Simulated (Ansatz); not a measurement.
Consider the formal loss of a carbene: `FCCC[SiH3]` → `CC[SiH3]` + `[CH]F`.

Calculated with Ansatz (gas phase, PBE0-D4/def2-TZVP geometries, no zero-point term in ΔE). CCSD(T)/CBS is the MP2 limit (def2-TZVPP, def2-QZVPP) plus CCSD(T) − MP2 in def2-TZVPP, frozen cores. This one scheme is used for every species. Functionals use def2-TZVPP. Each species was taken in one conformer, which may not be the lowest.

| level | ΔE (eV) | difference from CCSD(T)/CBS |
| --- | --- | --- |
| PBE-D4 | 4.03 | 0.13 |
| ωB97X-V | 3.96 | 0.06 |
| B2PLYP | 3.87 | -0.03 |
| PBE | 3.96 | 0.06 |
| MP2/def2-TZVPP | 4.12 | 0.22 |
| SCS-MP2/def2-TZVPP | 3.94 | 0.04 |
| CCSD/def2-TZVPP | 3.81 | -0.09 |
| MP2/def2-QZVPP | 4.16 | 0.26 |
| MP2/CBS(def2) | 4.19 | 0.29 |
| CCSD/CBS(def2) | 3.88 | -0.02 |
| CCSD(T)/CBS | 3.90 | 0 |

Largest T1 diagnostic among the species: 0.018.

The D4 term adds +0.11 eV with B3LYP and +0.06 eV with PBE0; it sums over pairs of atoms, weighted by their polarisabilities, and B3LYP, whose exchange is more repulsive, gets the larger term. From PBE to PBE0 (25 % exact exchange), in def2-TZVPP and without D4, ΔE moves by +0.11 eV.

B3LYP here is the variant with VWN-RPA as its local correlation; programs differ in this.
